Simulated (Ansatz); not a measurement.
Level of theory: frozen-core CCSD(T)/cc-pVTZ // r2SCAN-D4/def2-TZVP run with Ansatz (a program for electronic structure).

Ansatz 0.2 input:
```yaml
crystal:
  periodic: [false, false, false]
  atoms:
    - { symbol: S, position_ang: [-1.741948, 0.375679, -1.321876] }
    - { symbol: Ge, position_ang: [0.000307, 0.000303, 0.000003] }
    - { symbol: S, position_ang: [0.259031, -2.096981, 0.676942] }
    - { symbol: S, position_ang: [1.807991, 0.507016, -1.182871] }
    - { symbol: S, position_ang: [-0.324092, 1.214766, 1.828588] }
    - { symbol: H, position_ang: [-1.222298, -0.336309, -2.33951] }
    - { symbol: H, position_ang: [-0.851875, -2.069295, 1.436782] }
    - { symbol: H, position_ang: [2.649189, 0.066694, -0.228684] }
    - { symbol: H, position_ang: [-0.576303, 2.338126, 1.130627] }
basis:
  gaussian: { orbitals: cc-pVTZ }
correlation:
  method: ccsd_t
```

Output:

```
Functional definition: HF
1371 factors; integrals over basis functions are off by at most 8.6e-4 eV
mean field evaluation 1: about -99810.2193 eV, gradient 2.4e1 eV
mean field evaluation 2: about -99810.4754 eV, gradient 2.4e1 eV
mean field evaluation 4: about -99812.7397 eV, gradient 3.9e0 eV
mean field evaluation 8: about -99812.8180 eV, gradient 2.5e-1 eV
mean field evaluation 16: about -99812.0193 eV, gradient 1.3e1 eV
mean field -99812.81844995 eV, -3668.0534224774 hartree, gradient 9.9e-6 eV, S^2 0.000000; 0 other end points of the search recorded, 0 dependent functions left out
29 core orbitals not correlated
reference -99812.81844995 eV, -3668.0534224774 hartree; 21, 21 occupied and 185, 185 virtual orbitals, 1371 factors
second order -24.45752985 eV of doubles, -0.00000000 eV of singles
cycle   1  -25.46607693 eV  change    -1.0e0 eV  update   1.2e-1
cycle   2  -26.15868230 eV  change   -6.9e-1 eV  update   3.2e-2
cycle   3  -26.26476974 eV  change   -1.1e-1 eV  update   1.5e-2
cycle   4  -26.25534154 eV  change    9.4e-3 eV  update   3.4e-3
cycle   5  -26.25436977 eV  change    9.7e-4 eV  update   1.4e-3
cycle   6  -26.25376607 eV  change    6.0e-4 eV  update   4.1e-4
cycle   7  -26.25360743 eV  change    1.6e-4 eV  update   1.5e-4
cycle   8  -26.25367216 eV  change   -6.5e-5 eV  update   4.4e-5
cycle   9  -26.25367628 eV  change   -4.1e-6 eV  update   1.4e-5
perturbative correction -1.29871183 eV, -0.0477267793 hartree
Total energy: -99840.37083806 eV, -3669.0659540648 hartree
```

Cost: about 4 core-minutes (a rough figure).
